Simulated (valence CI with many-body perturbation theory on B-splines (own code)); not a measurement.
# Pt LXXII: input, log and results

Calculated by valence CI with perturbative core correlation (CI+MBPT): five valence electrons over a frozen Dirac-Fock core [He], a basis of 11 s, 11 p, 10 d, 8 f, 5 g, 2 h functions for each j, with the one-electron correlation potential Σ1 (screened to all orders), the two-electron term Σ2, the three-electron term Σ3, Breit, model QED; selected single and double excitations, second order for the rest, scaled by the run's own slope (own B-spline code, finite nucleus).

Command, and the settings that its task file holds:

```sh
python run_cv.py task.json out
```

```
atom Pt  Z=78  mass_number=195  rms_radius_fm=5.4270
core [He]
valence 2s2 2p3
avg = 1
basis = M
breit = 1
cap = 32000
capref = 2000
cscale = 1
de = 0.0
dress = 0
eps = 2e-08
extrap = 1
h = 0.27
hh = 1
l2 = 3
lcore = 6
maxit = 60
n2 = 5
natural = 1
nlev = 150
nno = [5, 5, 5, 4, 2, 1]
nroot = 36
nsp = [6, 6, 5, 4, 3, 1]
pt2 = 1
qed = 1
rpa = 1
s1 = 1
s2 = 1
s3 = 1
screen = 1
tol = 2e-05
whole = 1
```

It took 3.2 min on 1 thread of Intel(R) Xeon(R) Platinum 8259CL CPU @ 2.50GHz (Skylake/Cascade Lake) (shared host).

Log. The first blocks belong to the next ion, which gives the ionisation energy. Fields: 2J, parity (1 odd), roots, reference size, generating configurations, candidates as configurations/state functions, variational space P, stored matrix elements, Davidson steps; e2 is the range of second-order energies in hartree. The first line gives the box (bohr), its intervals, the orbitals and the steps of their self-consistent field. Window is the range of levels sought, series limit the energy at which the first omitted orbital would enter, core excitation an estimate of the first excitation out of the core, left out the lowest levels not solved, and shifts from estimates the range by which levels moved from their first estimate, all in cm⁻¹.

```
rmax 2.1 intervals 55 orbitals 83 references ['2s2 2p3', '2s 2p4', '2p5'] scf 2 t 1.1
2J=0 par=0 roots 2 ref 28 generators 3 cand 5650/7803 P 2299/3200 nnz 1.4e+06 it 4
2J=0 par=0 roots 2 ref 28 generators 4 cand 3377/4631 P 3361/4808 nnz 2.9e+06 it 4
   second order: generators 5 cand 5108/8582 e2 -0.00001 -0.00000
reference levels 1264, estimated 777, window 116784303 1/cm; series limit 138014613, core excitation 532421799
2J=3 par=1 roots 36 ref 159 generators 18 cand 54989/403331 P 1808/7264 nnz 5.4e+06 it 7
2J=3 par=1 roots 36 ref 159 generators 26 cand 62581/468414 P 5797/31992 nnz 5.6e+07 it 7
   second order: generators 30 cand 74001/621723 e2 -0.03442 -0.00863
2J=5 par=1 roots 29 ref 151 generators 15 cand 56709/499588 P 1759/7259 nnz 5.8e+06 it 8
2J=5 par=1 roots 29 ref 151 generators 22 cand 66253/675095 P 5225/31988 nnz 6e+07 it 8
   second order: generators 25 cand 69185/737960 e2 -0.03484 -0.01305
2J=1 par=1 roots 26 ref 101 generators 18 cand 50743/227432 P 2544/7197 nnz 4.4e+06 it 6
2J=1 par=1 roots 26 ref 101 generators 25 cand 55409/248173 P 8475/31998 nnz 4.6e+07 it 8
   second order: generators 32 cand 75786/380775 e2 -0.01638 -0.00483
2J=5 par=0 roots 29 ref 157 generators 18 cand 63656/542484 P 1897/7253 nnz 5.3e+06 it 6
2J=5 par=0 roots 29 ref 157 generators 26 cand 67426/606463 P 5815/31998 nnz 5.5e+07 it 7
   second order: generators 35 cand 96359/1099278 e2 -0.03298 -0.01311
2J=1 par=0 roots 26 ref 102 generators 21 cand 54713/242890 P 2602/7194 nnz 4.3e+06 it 7
2J=1 par=0 roots 26 ref 102 generators 28 cand 57993/257001 P 8731/31999 nnz 4.5e+07 it 7
   second order: generators 36 cand 72307/379504 e2 -0.01766 -0.00402
2J=3 par=0 roots 34 ref 157 generators 18 cand 61578/438709 P 1865/7274 nnz 5.3e+06 it 8
2J=3 par=0 roots 34 ref 157 generators 27 cand 70367/511232 P 5940/31994 nnz 5.4e+07 it 8
   second order: generators 36 cand 93121/824320 e2 -0.03588 -0.01078
2J=7 par=1 roots 17 ref 113 generators 10 cand 49406/479079 P 1761/7213 nnz 6.3e+06 it 7
2J=7 par=1 roots 17 ref 113 generators 16 cand 61912/701291 P 5249/31998 nnz 6.4e+07 it 8
   second order: generators 21 cand 71957/894537 e2 -0.02222 -0.01037
2J=7 par=0 roots 13 ref 110 generators 10 cand 46512/453282 P 1759/7206 nnz 5.7e+06 it 6
2J=7 par=0 roots 13 ref 110 generators 15 cand 56071/612549 P 5384/31992 nnz 6e+07 it 6
   second order: generators 19 cand 69530/889600 e2 -0.02064 -0.01040
2J=9 par=0 roots 5 ref 67 generators 5 cand 28868/273661 P 1682/6384 nnz 4.1e+06 it 5
2J=9 par=0 roots 5 ref 67 generators 8 cand 38729/449003 P 5468/31999 nnz 6.7e+07 it 5
   second order: generators 9 cand 36425/463466 e2 -0.00783 -0.00292
2J=9 par=1 roots 6 ref 65 generators 5 cand 34834/424622 P 1549/6398 nnz 4.5e+06 it 4
2J=9 par=1 roots 6 ref 65 generators 7 cand 37125/450069 P 4865/31994 nnz 7.5e+07 it 5
   second order: generators 8 cand 33809/424473 e2 -0.00990 -0.00381
2J=11 par=1 roots 2 ref 33 generators 2 cand 17979/210147 P 1647/6399 nnz 3.6e+06 it 5
2J=11 par=1 roots 2 ref 33 generators 3 cand 19641/234708 P 4687/31999 nnz 8.3e+07 it 5
   second order: generators 4 cand 16601/209108 e2 -0.00195 -0.00145
left out: unestimated 134079834, estimated 120403031, shifts from estimates -28595 to 235
operators 0.4
```

The Davidson iterations converged.

The last digits are not significant, and no measured levels were compared; by estimate large intervals hold to a few tenths of a per cent, small ones and those within an open d or f shell to about a per cent. Among the levels kept, up to 7600 cm⁻¹ of a level comes from second order outside the variational space, and about a tenth of that is noise between levels of different J, which matters for small intervals.

```yaml
Valence_energy: -3851.598 hartree
Ionisation_energy: "18636 eV (NIST: 18630 ± 60 eV (theoretical))"
Reference_configurations_for_the_orbitals: 2s2 2p3, 2s 2p4, 2p5
Radial_orbitals: 83
Box_radius: 2.074 bohr
Largest_variational_space: 31999
Lowest_levels: (2s^2 2p1/2^2 2p3/2) J=3/2 0.00, (2s^2 2p1/2 2p3/2^2) J=3/2 130.62, (2s^2 2p1/2 2p3/2^2) J=5/2 132.31, (2s^2 2p1/2 2p3/2^2) J=1/2 136.56, (2s 2p1/2^2 2p3/2^2) J=5/2 158.34, (2s 2p1/2^2 2p3/2^2) J=1/2 166.76, (2s 2p1/2^2 2p3/2^2) J=3/2 166.84, (2s^2 2p3/2^3) J=3/2 267.50, (2s 2p1/2 2p3/2^3) J=3/2 [a] 291.18, (2s 2p1/2 2p3/2^3) J=5/2 294.28, (2s 2p1/2 2p3/2^3) J=1/2 299.58, (2s 2p1/2 2p3/2^3) J=3/2 [b] 300.12, (2p1/2^2 2p3/2^3) J=3/2 330.71, (2s 2p3/2^4) J=1/2 431.69 Ry
```

Levels are named by their leading jj configuration (3d3/2^4 stands for four electrons in 3d with j = 3/2), which in mixed levels can hold well under half, so a name can repeat and another be missing. Letters in brackets count levels of one name in rising energy.
